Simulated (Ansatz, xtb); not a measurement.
Diatomic MgC, multiplicity 3 (lowest of 2S+1 = 1, 3, 5 at CCSD(T)/def2-TZVPP on PBE0 minima; our sources give no spin for the ground state, which may be another).

Constants: fifth-degree fit in 1/R to seven points, most abundant isotopes. Runs in def2 and cc sets follow the lowest solution found near the PBE0 minimum.

Run with Ansatz (Gaussian basis) for Hartree–Fock, density functionals and correlated methods; xtb for the GFN methods. Values without a source in brackets are computed. The GFN methods have no spin term and hold the electronic entropy of 300 K.

| level | r_e (Å) | ω_e (cm⁻¹) | α_e (cm⁻¹) | ω_e x_e (cm⁻¹) | D_e (eV) | dipole (D) |
|---|---|---|---|---|---|---|
| GFN2-xTB | 1.996 | 601 | 0.0068 | 4.2 | - | - |
| SVWN5/def2-TZVPP | 2.069 | 544 | 0.0055 | 4.6 | 2.20 | 3.67 |
| PBE/def2-TZVPP | 2.097 | 522 | 0.0057 | 4.8 | 1.88 | 3.47 |

D_e counts from each atom's lowest state at the same level, without counterpoise or zero-point energy.

Doubts at one or more of the structures used: a spin-contaminated determinant (SVWN5/def2-TZVPP, PBE/def2-TZVPP).

Ansatz is a quantum-chemistry and plane-wave program.
